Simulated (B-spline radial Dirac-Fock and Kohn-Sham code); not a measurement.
Elastic scattering of 333 eV positrons by neutral gallium

Model: relativistic (Dirac) partial waves in the static field of the Dirac-Fock atom, without polarisation or absorption potentials. Program: a radial atomic solver.

| θ (°) | dσ/dΩ (a₀²/sr) |
| --- | --- |
| 0 | 68.0 |
| 10 | 21.4 |
| 20 | 4.02 |
| 30 | 1.29 |
| 40 | 0.580 |
| 50 | 0.318 |
| 60 | 0.201 |
| 70 | 0.140 |
| 80 | 0.104 |
| 90 | 0.0807 |
| 100 | 0.0652 |
| 110 | 0.0544 |
| 120 | 0.0468 |
| 130 | 0.0413 |
| 140 | 0.0374 |
| 150 | 0.0347 |
| 160 | 0.0328 |
| 170 | 0.0318 |
| 180 | 0.0315 |

The total elastic cross section is 9.11 a₀², the first transport cross section 1.21 a₀² and the second, weighted with (3/2) sin²θ, 2.18 a₀². The mean deflection is ⟨1 − cos θ⟩ = 0.133, and 3.4 % of the collisions scatter beyond 90°.

Phase shifts modulo π (rad) for κ = −1 to −5: 0.305, 1.344, -1.159, -0.775, -0.541.

Values without a named source are computed, but for edge energies of neutral atoms, which are taken from tables.
